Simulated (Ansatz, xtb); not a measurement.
Two isomers of C4H6BCl

Structure I: `ClB1CC=CC1`, a singlet. Structure II: `CC#CB(C)Cl`, a singlet. Both are isolated molecules in the gas phase, relaxed with B3LYP-D3(BJ)/def2-SVP.

Estimate which is lower in electronic energy at CCSD(T)/def2-SVP + ΔMP2/def2-TZVPP, and by roughly how much.

The CCSD(T)/def2-SVP + ΔMP2/def2-TZVPP calculation puts structure I lower, by 14.5 kcal/mol.

The same difference at several levels:

```
                             level               geometry  E(II) − E(I) (kcal/mol)  departure from the last row (kcal/mol)  job, with rough time for the two
                          GFN2-xTB               GFN2-xTB                     +17.1                                    +2.6              optimisation, 0.16 s
                         HF/STO-3G               GFN2-xTB                     +23.3                                    +8.7              single point, 0.38 s
                r2SCAN-D4/def2-SVP               GFN2-xTB                     +16.3                                    +1.8               single point, 4.7 s
             B3LYP-D3(BJ)/def2-SVP  B3LYP-D3(BJ)/def2-SVP                     +14.8                                    +0.3                optimisation, 39 s
                       HF/def2-SVP  B3LYP-D3(BJ)/def2-SVP                     +13.0                                    −1.5           part of the CCSD(T) run
                      MP2/def2-SVP  B3LYP-D3(BJ)/def2-SVP                     +14.0                                    −0.6           part of the CCSD(T) run
                  CCSD(T)/def2-SVP  B3LYP-D3(BJ)/def2-SVP                     +15.7                                    +1.1                      single point
CCSD(T)/def2-SVP + ΔMP2/def2-TZVPP  B3LYP-D3(BJ)/def2-SVP                     +14.5                                                        single point, 49 s
```

As drawn, II has 1 C≡C in place of 1 C–C, 1 C=C. Structure I has a 5-membered ring, II no ring.

None of the levels shown reverses the order. The largest departure from CCSD(T)/def2-SVP + ΔMP2/def2-TZVPP is that of HF/STO-3G, 8.7 kcal/mol. A small imaginary or near-zero mode remains, so no thermal terms are given. The last row adds to CCSD(T) the change of the MP2 difference between the two basis sets, here −1.1 kcal/mol.

The correlated steps freeze 10 core orbitals. Programs: Ansatz 0.2.0, xtb 6.7.1; the last row on 2 threads of Arm Neoverse V1 on a shared host.
